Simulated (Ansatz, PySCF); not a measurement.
Stretching the Ge1–F2 bond in FGeI (SMILES [F][Ge][I]) (multiplicity 1 held, fragments rigid). Energies count from the point at 1.764 Å.
Geometry at that point (charge 0, multiplicity 1):
```xyz
3

Ge     0.5888     0.8265     1.0210
F      1.0641     2.0690    -0.1367
I     -0.5362    -0.8503    -0.5932
```

Restricted levels (R-, RO-) in cc, def2 and unpolarised 6-31G sets keep to the state of the molecule at rest. Unrestricted levels (U-) break spin symmetry where that is lower. Left out are points that failed, MP2 points in a non-variational dive below the minimum, coupled-cluster points behind a sign of a changed root (a jump of the amplitudes, or a one-step jump against full CI or MRCI), small-basis points behind a change of solution, and semi-empirical points at long bonds. Levels need not reach the same state.

Frozen-core correlation. Filled d and f shells under p-block atoms count as core. Rows in LANL2DZ carry no dispersion term and start afresh at each structure. LANL2DZ brings its own core potentials from Na on.

Run with Ansatz (Gaussian basis) for Hartree–Fock, density functionals and correlated methods; PySCF for LANL2DZ rows. Values without a source in brackets are computed. In def2 rows elements past Kr take small-core potentials, without spin–orbit coupling.

Energies in kcal/mol.

| R (Å) | R-HF/def2-TZVPP | R-B3LYP/LANL2DZ | R-B3LYP/def2-TZVPP | U-wB97X-V/def2-TZVPP | R-SCS-MP2/def2-TZVPP |
|---|---|---|---|---|---|
| 1.411 | 59.7 | 69.6 | 69.8 | 66.5 | 68.6 |
| 1.587 | 6.8 | 14.4 | 11.9 | 10.1 | 10.7 |
| 1.764 | 0.0 | 0.0 | 0.0 | 0.0 | 0.0 |
| 1.940 | 10.7 | 3.4 | 6.1 | 8.0 | 7.8 |
| 2.116 | 26.9 | 14.3 | 18.7 | 22.4 | 22.0 |
| 2.381 | 52.2 | 34.6 | 39.8 | 46.1 | 45.5 |
| 2.645 | 74.3 | 53.9 | 59.1 | 67.6 | 67.1 |
| 3.086 | 102.8 | 79.2 | 83.9 | 95.6 | 96.2 |
| 3.527 | 123.3 | 96.2 | 100.9 | 111.3 | 118.1 |
| 4.056 | 140.9 | 109.1 | 114.1 | 120.9 | 137.6 |
| 4.761 | 156.8 | left out | 124.0 | 125.7 | 155.6 |
| 5.643 | 169.1 | left out | 130.3 | 126.6 | 169.2 |

Doubts at one or more of the structures used: a restricted determinant that unrestricted orbitals would lower (R-HF/def2-TZVPP, R-B3LYP/LANL2DZ, R-B3LYP/def2-TZVPP, R-SCS-MP2/def2-TZVPP); a spin-contaminated determinant (U-wB97X-V/def2-TZVPP).

Ansatz is a program for electronic structure.
